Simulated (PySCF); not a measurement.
**Correlation energy of Al (aluminium, neutral)**

[Ne] 3s1 3p1 3d1, one real determinant (an excited configuration). Computed with PySCF 2.14 in aug-cc-pwCVTZ, with the non-relativistic Hamiltonian (point nucleus). Frozen: 1s2; 11 electrons correlated.

```csv
level,correlation energy (mhartree)
CCSD,-264.37
(T),-5.44
CCSD(T),-269.81
```

Diagnostics: T1 = 0.020, D1 = 0.0904, largest double amplitude 0.290.

The real determinant used has ⟨L²⟩ near 8 against 12 for a pure F term, so it mixes terms. The outer electron is Rydberg-like, and this basis confines it to a smaller radius and binds it less than a complete one would. A double-excitation amplitude exceeds 0.15, a sign of near-degeneracy.

Cost of the coupled-cluster step: roughly 26 core-seconds, for 11 correlated electrons.

Iterations:

```
CC2 = 0
CCSD nocc = (np.int64(7), np.int64(4)), nmo = (74, 74)
frozen orbitals [[0], [0]]
max_cycle = 100
direct = 0
conv_tol = 1e-08
conv_tol_normt = 1e-06
diis_space = 8
diis_start_cycle = 0
Init t2, MP2 energy = -0.251837076253355
Init E_corr(UCCSD) = -0.251837076257455
cycle = 1  E_corr(UCCSD) = -0.257595599279063  dE = -0.00575852302  norm(t1,t2) = 0.0456356
cycle = 2  E_corr(UCCSD) = -0.25999452376202  dE = -0.00239892448  norm(t1,t2) = 0.0281352
cycle = 3  E_corr(UCCSD) = -0.261817959810074  dE = -0.00182343605  norm(t1,t2) = 0.0214074
cycle = 4  E_corr(UCCSD) = -0.262078622238254  dE = -0.000260662428  norm(t1,t2) = 0.0156922
cycle = 5  E_corr(UCCSD) = -0.262702130890483  dE = -0.000623508652  norm(t1,t2) = 0.0135419
cycle = 6  E_corr(UCCSD) = -0.264041089370406  dE = -0.00133895848  norm(t1,t2) = 0.0106273
cycle = 7  E_corr(UCCSD) = -0.264106735865619  dE = -6.56464952e-05  norm(t1,t2) = 0.0055094
cycle = 8  E_corr(UCCSD) = -0.264434247054288  dE = -0.000327511189  norm(t1,t2) = 0.00166352
cycle = 9  E_corr(UCCSD) = -0.264364602982259  dE = 6.9644072e-05  norm(t1,t2) = 0.00051608
cycle = 10  E_corr(UCCSD) = -0.264378928167587  dE = -1.43251853e-05  norm(t1,t2) = 0.0001167
cycle = 11  E_corr(UCCSD) = -0.264372348810994  dE = 6.57935659e-06  norm(t1,t2) = 3.75679e-05
cycle = 12  E_corr(UCCSD) = -0.264373285740715  dE = -9.36929721e-07  norm(t1,t2) = 6.29829e-06
cycle = 13  E_corr(UCCSD) = -0.264373231125835  dE = 5.46148802e-08  norm(t1,t2) = 1.6377e-06
cycle = 14  E_corr(UCCSD) = -0.26437322109522  dE = 1.00306156e-08  norm(t1,t2) = 3.21153e-07
cycle = 15  E_corr(UCCSD) = -0.26437321607957  dE = 5.01564923e-09  norm(t1,t2) = 1.1101e-07
UCCSD converged
E(UCCSD) = -241.8617952354176  E_corr = -0.2643732160795704
UCCSD(T) correction = -0.00543827005670391
```

The reference is one real determinant that mixes LS terms of this configuration.
